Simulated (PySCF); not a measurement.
Species: C4H8F2Si.
Numbering: `[F:1][C@@H:2]1[CH2:3][CH2:4][C@H:5]([F:6])[SiH2:7]1` (hydrogens: H8 on C2; H9, H10 on C3; H11, H12 on C4; H13 on C5; H14, H15 on Si7)

Cartesian coordinates in Å at the PBE0-D3(BJ)/def2-SVP level; atoms count from 1:
```
atom  x, y, z in Å
F1    -0.173   -1.125   -1.719
C2    -0.772   -0.859   -0.490
C3    -1.020    0.642   -0.385
C4     0.324    1.341   -0.180
C5     1.023    0.695    1.015
F6     2.383    0.925    0.987
Si7    0.524   -1.163    0.893
H8    -1.708   -1.437   -0.436
H9    -1.542    1.009   -1.283
H10   -1.689    0.828    0.475
H11    0.221    2.430   -0.061
H12    0.952    1.166   -1.069
H13    0.629    1.126    1.955
H14    1.637   -2.055    0.469
H15   -0.103   -1.663    2.155
```

Method: TDDFT CAM-B3LYP/def2-SVPD, vertical, gas phase, core orbitals frozen in the response (PySCF 2.14.0, density-fitted response routines).

Transition dipole moments from the ground state, in atomic units and in the frame of the coordinates above (overall signs are arbitrary), for the states with f of 0.002 or more among the lowest 7:

| state | E (hartree) | μx | μy | μz |
| --- | --- | --- | --- | --- |
| S1 | 0.2615 | -0.070 | 0.183 | -0.036 |
| S2 | 0.2717 | 0.183 | -0.193 | 0.177 |
| S3 | 0.2802 | -0.162 | 0.409 | -0.056 |
| S4 | 0.2926 | 0.171 | 0.145 | 0.265 |
| S5 | 0.3011 | 0.105 | 0.419 | -0.366 |
| S6 | 0.3058 | -0.126 | 0.024 | -0.090 |
| S7 | 0.3129 | 0.171 | -0.036 | -0.034 |

Q: Work out the oscillator strengths.

A: f = (2/3) ΔE |μ|² with ΔE in hartree (27.2114 eV).

```json
{"state": "S1", "|μ|² (au)": "0.040", "|μ| (D)": "0.51", "f": "0.007"}
{"state": "S2", "|μ|² (au)": "0.102", "|μ| (D)": "0.81", "f": "0.018"}
{"state": "S3", "|μ|² (au)": "0.196", "|μ| (D)": "1.13", "f": "0.037"}
{"state": "S4", "|μ|² (au)": "0.121", "|μ| (D)": "0.88", "f": "0.024"}
{"state": "S5", "|μ|² (au)": "0.320", "|μ| (D)": "1.44", "f": "0.064"}
{"state": "S6", "|μ|² (au)": "0.025", "|μ| (D)": "0.40", "f": "0.005"}
{"state": "S7", "|μ|² (au)": "0.032", "|μ| (D)": "0.45", "f": "0.007"}
```

Q: What angle do the transition dipoles of S2 and S4 make?

A: |cos θ| = |μa·μb| / (|μa| |μb|) = 0.45, so θ ≈ 63° (taken between 0 and 90°, since the signs are arbitrary).

Q: How is the summed strength of these states shared among x, y and z?

A: (2/3) Σ ΔE μα² gives 0.029 for x, 0.084 for y and 0.049 for z, 0.162 in all.

All these states lie below the vertical ionisation energy of 10.21 eV (ΔSCF).

One conformer stands for the species.

Without π bonds the low states may be Rydberg-like; a valence basis with one diffuse set may place them up to an eV too high.
